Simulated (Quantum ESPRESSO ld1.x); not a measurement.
Values are calculated unless marked as measured or tabulated.
Bi3+, configuration [Hg] (the NIST ground configuration). Level of theory: Dirac Kohn-Sham, PBE, spin-unpolarised, spherical densities, point nucleus (ld1.x of Quantum ESPRESSO 7.5).

Spin-orbit splittings of the eigenvalues, e(l+1/2) - e(l-1/2), with zeta = 2 splitting/(2l+1) and mean radii in bohr:

shell  occ.  splitting (eV)  zeta (eV)  <r> j=l-1/2  <r> j=l+1/2
2p        6            2320       1547      0.05388      0.06293
3p        6           519.5      346.3       0.1615       0.1780
3d       10           110.1      44.04       0.1545       0.1595
4p        6           128.0      85.35       0.3777       0.4124
4d       10           23.89      9.556       0.4161       0.4271
4f       14           5.491      1.569       0.4380       0.4441
5p        6           24.66      16.44       0.8852       0.9742
5d       10           3.052      1.221        1.196        1.236
6p        0               ?          ?        2.322        2.546

Estimate the 6p splitting.

Answer. 3.135 eV (zeta = 2.090 eV).
